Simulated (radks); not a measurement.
Results of a calculation; reference values are marked as such.
Valence configurations of the mercury ion Hg2+ (all share [Xe]). Code: a radial shooting solver on a logarithmic mesh with Libxc functionals. Model: Dirac Kohn-Sham, PBE, spin-unpolarised, spherical densities, point nucleus; open shells are shared between the two j in proportion to 2j + 1. Energies are relative to 4f14 5d10; eigenvalues in eV.

| valence | E (eV) | e(4f5/2) | e(4f7/2) | e(5d3/2) | e(5d5/2) | e(6p1/2) |
|---|---|---|---|---|---|---|
| 4f14 5d10 | 0.000 | -117.09 | -112.90 | -29.943 | -28.022 | - |
| 4f14 5d8 6s2 | 13.711 | -125.32 | -121.12 | -35.735 | -33.623 | - |
| 4f13 5d10 6p1 | 107.69 | -135.23 | -130.91 | -36.045 | -33.850 | -18.214 |
| 4f14 5d9 6p1 | 15.058 | -122.80 | -118.60 | -34.346 | -32.308 | -18.034 |
| 4f14 5d9 6s1 | 6.131 | -121.11 | -116.92 | -32.798 | -30.782 | - |
| 4f14 5d8 6p2 | 32.737 | -128.62 | -124.42 | -38.721 | -36.566 | -19.862 |
| 4f12 5d10 6s2 | 212.31 | -150.79 | -146.33 | -39.329 | -36.897 | - |
| 4f13 5d10 6s1 | 98.613 | -133.53 | -129.20 | -34.462 | -32.288 | - |
| 4f13 5d8 6s1 6p2 | 138.41 | -145.70 | -141.37 | -43.648 | -41.238 | -21.064 |
| 4f12 5d10 6s1 6p1 | 222.03 | -152.50 | -148.04 | -40.910 | -38.459 | -19.422 |

NIST lists [Xe] 4f14 5d10 as the ground configuration; this level of theory agrees among the configurations tried. The energies are those of spherical spin-averaged densities, not of single terms.
